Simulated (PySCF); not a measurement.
**Radial density of I⁺ (iodine, charge +1)**

UHF, [Kr] 4d10 5s1 5p5, high-spin 3P determinant (an excited configuration). All numbers are calculated (PySCF 2.14, scalar relativity by spin-free X2C-1e, in x2c-QZVPPall with one added diffuse shell each of s, p, d, f type (14s10p8d5f1g, 128 functions)).

```
r (bohr)  4πr²ρ (e/bohr)  4πr²(ρα − ρβ)
  0.0289           62.46         0.0149
  0.0487           65.44         0.0413
  0.0818           89.04         0.0516
   0.138           66.11        -0.0146
   0.232           74.49         0.1300
   0.389           37.04         0.0136
   0.655           27.94         0.2464
    1.10           13.22         0.2133
    1.85           4.194         1.4162
    3.12           1.273         0.2633
    5.24         0.04472        -0.0073
    8.82       4.454e-05         0.0000
```

Densities and radii are taken from the X2C orbitals without a picture-change correction, which distorts them close to the nucleus.

(1) Where is the radial spin density 4πr²(ρα − ρβ) most negative, and why is it negative at all?

Answers

(1) Around r = 0.138 bohr, down to -0.0146 e/bohr: exchange with the open shell polarises the paired shells in an unrestricted calculation.
